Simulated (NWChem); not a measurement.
# C₂H₆NO cation; SMILES CC(=O)[NH3+]

```xyz
10

C     -0.6706    -1.2976     0.0369
C      0.2315    -0.1262     0.0108
N     -0.5524     1.2562    -0.0466
O      1.3984    -0.0223     0.0247
H     -1.3342    -1.2608     0.9162
H     -1.3033    -1.3237    -0.8654
H     -0.0571    -2.2062     0.0793
H      0.1468     2.0126    -0.0650
H     -1.1430     1.3360    -0.8866
H     -1.1612     1.3937     0.7727
```
Atoms are numbered in this order, from 1.

All runs: NWChem. Pople sets run with spherical d functions. Structure relaxed at the PBE0/def2-SVP level. Atomic charges in e: unrestrained fits to the electrostatic potential beside Mulliken populations; buried atoms are poorly determined by the fit.

For level Hartree-Fock/6-31G*:

```yaml
Mulliken C1: -0.62
ESP C2: 0.78
Mulliken C2: 0.70
ESP N3: -0.47
Mulliken N3: -0.98
Mulliken O4: -0.37
```

Task: What are these values for level B3LYP/def2-SVP?

Result: 
- Mulliken C1: 0.02
- ESP C2: 0.65
- Mulliken C2: 0.06
- ESP N3: -0.36
- Mulliken N3: -0.02
- Mulliken O4: -0.03
